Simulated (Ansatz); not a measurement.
Al4P3, relaxed as a doublet with UKS B3LYP-D4/def2-SVP in Ansatz, starting from the GFN2-xTB geometry. Force threshold 0.02 eV/Å.

Another isomer (doublet) lies 0.53 eV lower at PBE0-D4/def2-TZVP; other spin states weren't run for this one.

Start:

```xyz
7

Al   -0.9321   -0.6696   -1.2261
Al    1.2933    0.8320   -1.3627
Al   -0.4907   -0.1842    2.9218
Al    1.2485    0.8153    1.2093
P    -1.2712    0.5774    0.7527
P     0.1527   -0.0088   -3.1286
P    -0.0006   -1.3622    0.8336
```

```tsv
step	energy (eV)	largest force component (eV/Å)	SCF passes
1	-54241.2125	0.979	27
2	-54241.3550	0.337	24
3	-54241.3947	0.217	26
4	-54241.4101	0.345	28
5	-54241.4297	0.094	24
6	-54241.4315	0.034	25
7	-54241.4326	0.030	25
8	-54241.4333	0.016	24
9	-54241.4340	0.016	25
10	-54241.4360	0.056	25
11	-54241.4639	0.176	29
12	-54241.4721	0.333	29
13	-54241.5378	0.172	30
14	-54241.5793	0.137	30
15	-54241.5876	0.218	30
16	-54241.6082	0.213	26
17 (rejected)	-54241.6074	0.184	26
18	-54241.6163	0.074	22
19	-54241.6180	0.018	25
```

Force components are those of the run's own axes.

End:

Cartesian coordinates in Å:
```
Al -0.713 -0.502 -0.870
Al 1.396 0.846 -1.817
Al -1.379 -0.811 2.850
Al 1.442 0.996 0.830
P -0.995 0.875 0.982
P -0.140 -0.211 -3.038
P 0.389 -1.193 1.063
```

By distances, no bond broke or formed, bridged metal pairs apart. The bond that changes most is P5–P7, from 2.32 to 2.49 Å (atoms count from 1). Metal–metal contacts that move far: Al3–Al4 2.64 to 3.91 Å.

The force fell under the threshold at step 8, but the optimiser went on and released 0.185 eV more. No frequencies were taken in this run, so the end may be a saddle point.

Hardware: 4 threads of Intel Xeon on a shared host. Wall time 4.3 min.
